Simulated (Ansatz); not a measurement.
Geometry optimisation, RKS revPBE-D4/def2-SVP (Ansatz 0.2.0).

The input (input.yaml):

```yaml
crystal:
  periodic: [false, false, false]
  atoms:
    - { symbol: "N", position_ang: [-2.0835, 0.0979, 1.8839] }
    - { symbol: Si, position_ang: [-1.1259, 0.9446, 0.7611] }
    - { symbol: C, position_ang: [0.3855, -0.1156, 0.2997] }
    - { symbol: O, position_ang: [1.20517, -0.62923, 1.34154] }
    - { symbol: C, position_ang: [1.64661, -1.85614, 0.84488] }
    - { symbol: Si, position_ang: [0.11349, -1.90501, -0.2592] }
    - { symbol: H, position_ang: [-3.0005, 0.6243, 1.9184] }
    - { symbol: H, position_ang: [-2.2909, -0.7694, 1.4979] }
    - { symbol: H, position_ang: [-1.9718, 1.2286, -0.374] }
    - { symbol: H, position_ang: [-0.7407, 2.2384, 1.4016] }
    - { symbol: H, position_ang: [1.03895, 0.46613, -0.42628] }
    - { symbol: H, position_ang: [1.71849, -2.61951, 1.56551] }
    - { symbol: H, position_ang: [2.55659, -1.71557, 0.36011] }
    - { symbol: H, position_ang: [0.35434, -2.16944, -1.68466] }
    - { symbol: H, position_ang: [-1.04456, -2.57181, 0.35469] }
basis:
  gaussian: { orbitals: def2-SVP }
hamiltonian:
  xc: revpbe
  dispersion: d4
relax:
  f_tol: 0.015
  max_steps: 40
```

Run as:

```bash
$ ansatz run input.yaml --threads 2 --pin off --max-ram 3072MiB --backend cpu --events-out ev --progress --plain --runs-dir out
```

Problem. Where does it end, and by what steps?

Solution. The forces met the threshold. After 19 steps the energy has fallen by 0.935 eV; H7 moved furthest, 1.37 Å.

```tsv
step	energy less start (eV)	largest force component (eV/Å)	accepted
0	0.0000	2.731	yes
1	-0.7255	0.822	yes
2	-0.8201	0.537	yes
3	-0.8112	0.761	no
4	-0.8500	0.104	yes
5	-0.8615	0.122	yes
6	-0.8638	0.505	yes
7	-0.8830	0.137	yes
8	-0.8409	0.643	no
9	-0.8908	0.056	yes
10	-0.8963	0.098	yes
11	-0.9002	0.325	yes
12	-0.9059	0.251	yes
13	-0.9152	0.280	yes
14	-0.9193	0.412	yes
15	-0.9270	0.270	yes
16	-0.9326	0.048	yes
17	-0.9347	0.030	yes
18	-0.9349	0.041	yes
19	-0.9351	0.011	yes
```

```xyz
15
Properties=species:S:1:pos:R:3
N -1.756 -0.250 1.856
Si -1.077 0.897 0.709
C 0.381 0.036 -0.153
O 1.415 -0.246 0.867
C 1.287 -1.682 1.090
Si 0.172 -1.852 -0.458
H -2.048 0.117 2.766
H -2.458 -0.916 1.521
H -2.053 1.380 -0.347
H -0.596 2.069 1.517
H 0.807 0.631 -0.992
H 0.770 -1.898 2.053
H 2.287 -2.168 1.094
H 0.827 -2.397 -1.701
H -1.196 -2.474 -0.336
```

Whether the end is a true minimum wasn't checked by a vibrational analysis.

Run time: 52 s on 2 threads of AMD EPYC 7R13 Processor (Zen 3), with other jobs on the host, peak memory 0.21 GiB.
